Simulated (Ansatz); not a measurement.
Reaction (homolysis of the N–Si bond): `CN[SiH2][SeH]` → `C[NH]`• + `[SiH2][SeH]`•

Isolated molecules relaxed with PBE0-D4/def2-TZVP in Ansatz; ΔE leaves out vibrations. CCSD(T)/CBS adds triple-zeta CCSD(T) − MP2 to the extrapolated MP2 energy (def2 sets, frozen cores). Functionals use def2-TZVPP. B3LYP here is the variant with VWN-RPA as its local correlation; programs differ in this. HSE06 is defined as in plane-wave codes. No spin–orbit coupling; open shells (•) take unrestricted orbitals. For Se outer-core shells are correlated without core-valence functions, which leaves a few kJ/mol of doubt a bond. Scalar relativity is left out up to krypton. Each species was taken in one conformer, which may not be the lowest.

`CN[SiH2][SeH]`:

Cartesian coordinates in Å:
```
C -0.138 1.596 0.211
N -0.608 0.405 -0.465
Si -0.388 -1.171 0.154
Se 1.771 -1.854 0.527
H 0.914 1.827 0.004
H -0.744 2.463 -0.067
H -0.237 1.466 1.291
H -0.667 0.504 -1.467
H -1.044 -2.092 -0.804
H -0.961 -1.253 1.520
H 2.102 -1.889 -0.903
```

`C[NH]`•:

Z-matrix (Å, degrees):
```
C
N 1 1.430
H 1 1.101 2 111.7
H 1 1.101 2 111.4 3 -117.9
H 1 1.091 2 110.8 3 121.2
H 2 1.025 1 106.9 3 58.2
```

`[SiH2][SeH]`•:

Z-matrix (Å, degrees):
```
Si
Se 1 2.272
H 1 1.492 2 111.1
H 1 1.489 2 104.9 3 119.1
H 2 1.469 1 93.1 3 51.6
```

```
             level  ΔE (eV)  difference from CCSD(T)/CBS
       LDA (SPW92)     4.82                         0.34
            PBE-D4     4.15                        -0.33
         revPBE-D4     4.04                        -0.44
           BLYP-D4     4.06                        -0.42
         r2SCAN-D4     4.06                        -0.42
            B97M-V     4.18                        -0.30
           PBE0-D4     4.20                        -0.28
          B3LYP-D4     4.17                        -0.31
        r2SCAN0-D4     4.08                        -0.40
          HSE06-D4     4.20                        -0.28
          BHLYP-D4     4.17                        -0.31
      CAM-B3LYP-D4     4.29                        -0.19
           ωB97X-V     4.38                        -0.10
           ωB97M-V     4.44                        -0.04
            B2PLYP     4.23                        -0.25
          PBE-QIDH     4.37                        -0.11
               PBE     4.05                        -0.43
            revPBE     3.79                        -0.69
              BLYP     3.85                        -0.63
              PBE0     4.11                        -0.37
             B3LYP     4.01                        -0.47
           r2SCANh     4.03                        -0.45
           r2SCAN0     4.04                        -0.44
             HSE06     4.11                        -0.37
             BHLYP     4.04                        -0.44
         CAM-B3LYP     4.19                        -0.29
           LC-ωPBE     4.23                        -0.25
       HF/def2-SVP     3.17                        -1.31
      MP2/def2-SVP     4.42                        -0.06
     CCSD/def2-SVP     4.08                        -0.40
  CCSD(T)/def2-SVP     4.13                        -0.35
     HF/def2-TZVPP     3.17                        -1.31
SCS-MP2/def2-TZVPP     4.55                         0.07
   CCSD/def2-TZVPP     4.24                        -0.24
CCSD(T)/def2-TZVPP     4.33                        -0.15
     HF/def2-QZVPP     3.18                        -1.30
    MP2/def2-QZVPP     4.75                         0.27
SCS-MP2/def2-QZVPP     4.65                         0.17
      HF/CBS(def2)     3.18                        -1.30
     MP2/CBS(def2)     4.81                         0.33
       CCSD(T)/CBS     4.48                            0
```

Largest T1 diagnostic among the species: 0.014.

In def2-TZVPP, CCSD(T) changes the Hartree–Fock value by +1.16 eV (the triples alone add +0.09 eV) and MP2 by +1.48 eV; breaking electron pairs costs correlation energy, which Hartree–Fock lacks. From PBE to PBE0 (25 % exact exchange), in def2-TZVPP and without D4, ΔE moves by +0.06 eV.

CCSD(T)/CBS has its own doubt, a few kJ/mol and more with outer-core shells, so smaller differences from it don't rank the levels.
